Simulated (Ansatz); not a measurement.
C₂H₈HfO₃S (`C[O][Hf]([OH])([OH])[S]C`) at its PBE0-D4/def2-TZVP geometry, where that method's forces vanish. Total charge 0; spin multiplicity 1. Hf: def2 effective core potential.

```tsv
atom	x (Å)	y (Å)	z (Å)
C1	-1.407	-2.078	-2.059
O2	-0.715	-1.276	-1.161
Hf3	0.183	-0.316	0.222
O4	-0.555	-0.628	1.973
O5	2.078	-0.679	0.259
S6	-0.149	2.055	-0.345
C7	0.678	2.797	1.105
H8	-2.175	-2.666	-1.545
H9	-1.897	-1.458	-2.817
H10	-0.724	-2.767	-2.567
H11	-0.784	-0.972	2.830
H12	2.936	-0.917	-0.074
H13	0.649	3.879	0.981
H14	0.160	2.539	2.029
H15	1.721	2.486	1.171
```

(1) For each bond, give half the difference of the two atoms' forces along it (eV/Å; positive pushes the atoms apart) under PBE-D4, r2SCAN-D4, B3LYP-D4, ωB97M-V in def2-TZVPP. (Estimate.)

Answers

(1) Computed: 
| bond | length (Å) | PBE-D4 | r2SCAN-D4 | B3LYP-D4 | ωB97M-V |
| --- | --- | --- | --- | --- | --- |
| C1–O2 | 1.389 | 0.17 | 0.21 | 0.21 | 0.32 |
| C1–H8 | 1.095 | 0.08 | -0.06 | -0.09 | -0.13 |
| C1–H9 | 1.095 | 0.09 | -0.06 | -0.09 | -0.14 |
| C1–H10 | 1.095 | 0.08 | -0.06 | -0.09 | -0.13 |
| O2–Hf3 | 1.908 | -0.05 | -0.03 | -0.03 | -0.07 |
| Hf3–O4 | 1.926 | -0.06 | 0.06 | 0.12 | 0.09 |
| Hf3–O5 | 1.929 | -0.06 | 0.04 | 0.11 | 0.07 |
| Hf3–S6 | 2.461 | -0.01 | -0.01 | 0.05 | 0.00 |
| O4–H11 | 0.951 | 0.33 | -0.02 | -0.08 | -0.09 |
| O5–H12 | 0.951 | 0.34 | -0.01 | -0.07 | -0.08 |
| S6–C7 | 1.827 | 0.16 | 0.18 | 0.30 | 0.15 |
| C7–H13 | 1.090 | 0.11 | -0.04 | -0.10 | -0.08 |
| C7–H14 | 1.090 | 0.10 | -0.04 | -0.08 | -0.07 |
| C7–H15 | 1.091 | 0.10 | -0.04 | -0.08 | -0.07 |

B3LYP here is the variant with VWN-RPA as its local correlation; programs differ in this.
